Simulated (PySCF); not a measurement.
C2H9AlS.
Bonds: C1–S2, S2–C3, S2–Al4. Hydrogens: H5, H6, H7 on C1; H8, H9, H10 on C3; H11, H12, H13 on Al4.

Computed by this run: PySCF, PBE0-D3(BJ)/def2-SVP geometry optimisation, gas phase; density fitting, grid level 1; the optimiser is geomeTRIC in internal coordinates, started from a GFN2-xTB structure with every atom displaced at random (about 0.03 Å).

Step 1: E = -19636.2612 eV
```
atom  x, y, z in Å  |  force x, y, z in eV/Å
C1     -0.3710    1.5456   -0.2796   -0.866   0.898  -0.366
S2     -0.3471   -0.1201   -0.9390    0.353  -0.250   0.344
C3     -1.3687   -0.9857    0.2885    0.922   0.186   0.492
Al4     1.9162   -0.6678    0.1551   -0.730  -0.258  -0.027
H5     -1.4213    1.8784   -0.1402    0.251  -0.204   0.040
H6      0.1786    1.6741    0.6561    0.169  -0.191   0.175
H7      0.0398    2.2188   -1.0497    0.180  -0.195   0.070
H8     -2.2793   -0.4146    0.4586   -0.446  -0.053  -0.103
H9     -1.5349   -1.9986   -0.0770   -0.287  -0.158  -0.215
H10    -0.8015   -1.0652    1.2381   -0.186   0.097  -0.199
H11     1.8084   -2.2445   -0.0893    0.207  -0.049  -0.017
H12     2.7871    0.3042   -0.7227    0.309   0.151  -0.139
H13     1.4155   -0.1759    1.6092    0.123   0.024  -0.055
```

Step 2: E = -19636.3610 eV
```
atom  x, y, z in Å  |  force x, y, z in eV/Å
C1     -0.4191    1.5789   -0.2761    0.015   0.192  -0.035
S2     -0.3323   -0.1111   -0.8993    0.161  -0.097   0.296
C3     -1.3793   -0.9646    0.3111    0.059   0.013  -0.114
Al4     1.9217   -0.6873    0.1371   -0.186  -0.141  -0.214
H5     -1.4662    1.8866   -0.1677   -0.107  -0.035   0.002
H6      0.1122    1.6800    0.6822   -0.023  -0.034  -0.027
H7      0.0483    2.2219   -1.0333    0.095  -0.010   0.021
H8     -2.3342   -0.4288    0.4082   -0.025  -0.089  -0.083
H9     -1.5414   -1.9818   -0.0712   -0.055   0.044   0.007
H10    -0.8753   -1.0185    1.2826    0.057   0.034   0.120
H11     1.9192   -2.2687   -0.1217    0.002   0.003   0.005
H12     2.8697    0.2421   -0.7518    0.008   0.063   0.016
H13     1.4984   -0.1998    1.6081   -0.002   0.058   0.008
```

Step 3: E = -19636.3843 eV
```
atom  x, y, z in Å  |  force x, y, z in eV/Å
C1     -0.4270    1.5944   -0.2710    0.110  -0.073   0.074
S2     -0.3102   -0.1097   -0.8695    0.036   0.019   0.146
C3     -1.3714   -0.9596    0.3248   -0.145  -0.029  -0.121
Al4     1.9178   -0.7039    0.1156   -0.035  -0.017  -0.151
H5     -1.4821    1.8894   -0.2042   -0.039   0.011  -0.037
H6      0.0682    1.6881    0.7086   -0.058   0.009  -0.054
H7      0.0857    2.2247   -1.0086    0.024   0.018   0.003
H8     -2.3502   -0.4548    0.3652    0.095  -0.053  -0.018
H9     -1.5134   -1.9847   -0.0503    0.056   0.067   0.068
H10    -0.9029   -0.9815    1.3181    0.014   0.017   0.026
H11     1.9199   -2.2857   -0.1425   -0.016   0.016  -0.007
H12     2.8689    0.2399   -0.7695   -0.048  -0.015   0.042
H13     1.5186   -0.2078    1.5916    0.006   0.029   0.029
```

Task: Estimate the geometry and energy of step 4. (The exact step hangs on the optimiser's Hessian estimate; all steps are aligned on step 3, rigid shifts and turns removed.)

Result: E = -19636.3957 eV, largest force 0.182 eV/Å
```
atom  x, y, z in Å  |  force x, y, z in eV/Å
C1     -0.4282    1.6007   -0.2634    0.082  -0.151   0.061
S2     -0.2935   -0.1090   -0.8450   -0.053   0.078  -0.001
C3     -1.3672   -0.9555    0.3342   -0.150  -0.029  -0.074
Al4     1.9112   -0.7149    0.0959    0.048   0.044  -0.022
H5     -1.4861    1.8949   -0.2517    0.001   0.038  -0.040
H6      0.0178    1.6933    0.7383   -0.035   0.015  -0.017
H7      0.1290    2.2225   -0.9758   -0.006   0.017  -0.002
H8     -2.3623   -0.4846    0.3238    0.070  -0.005   0.011
H9     -1.4691   -1.9928   -0.0156    0.078   0.022   0.056
H10    -0.9312   -0.9347    1.3428   -0.001   0.007   0.012
H11     1.9042   -2.2938   -0.1725   -0.017   0.003  -0.013
H12     2.8535    0.2402   -0.7864   -0.036  -0.030   0.019
H13     1.5437   -0.2174    1.5837    0.018  -0.007   0.011
```

The energy changes by -0.0114 eV. The first-order estimate −F·Δx gives -0.0167 eV and the mean of the old and new forces, exact on a quadratic surface, -0.0113 eV. The step makes an angle of 73° with the force vector and moves no atom by more than 0.060 Å.

What follows is the cost of the whole optimisation. Hardware: an Arm Neoverse N1 with one thread (shared host). Cost: 62 s wall, 0.44 GiB resident at most.
